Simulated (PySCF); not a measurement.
# Radial density of Fe²⁺ (iron, charge +2)

UHF, [Ar] 3d6, high-spin 5D determinant. Calculation: PySCF 2.14, in def2-SVP (5s3p2d1f, 31 functions); the non-relativistic Hamiltonian (point nucleus).

```
r (bohr)  4πr²ρ (e/bohr)  4πr²(ρα − ρβ)
 0.00109          0.1650         0.0000
 0.00183          0.4558         0.0000
 0.00309           1.217         0.0000
 0.00519           3.070         0.0000
 0.00873           7.248         0.0000
  0.0147           15.04         0.0001
  0.0247           25.53         0.0002
  0.0416           31.16         0.0006
  0.0699           26.02         0.0038
   0.118           26.73         0.0407
   0.198           34.67         0.3271
   0.333           18.31         1.4621
   0.560           14.95         3.4085
   0.941           13.28         3.3078
    1.58           2.907         1.1598
    2.66          0.2409         0.1247
    4.48       0.0003889         0.0002
```
